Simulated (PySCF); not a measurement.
## From computed data to an observable: oscillator strength and radiative lifetime

H₃NOSe, SMILES N[Se]O.

The structure is a stationary point at TPSSh-D3(BJ)/def2-TZVP. One conformer was computed; it need not be the lowest.

PySCF with TDA-PBE0/def2-SVPD puts the first singlet state with f over 0.02 at 5.88 eV (vertical), with the transition dipole (-0.534, 0.088, -0.010) in atomic units.

### Question
Find the oscillator strength, the wavelength and the radiative lifetime that this transition would have in vacuum if emission retraced absorption.

### Answer

|μ|² = 0.2930 au, so |μ| = 1.38 D. ΔE = 5.88/27.211 = 0.2161 hartree. f = (2/3) ΔE |μ|² = 0.042 (the program prints 0.042).
λ = 1239.84/5.88 = 211 nm; ν = 47425 cm⁻¹.
Einstein's coefficient A = 0.6670 ν² f s⁻¹ (ν in cm⁻¹) = 6.3e7 s⁻¹, so τ = 1/A = 16 ns. This state is S3; the lower singlets have f = 0.002, 0.008. The figure is the radiative limit of this one transition; relaxation, internal conversion, crossing to triplets and a medium change what is measured.
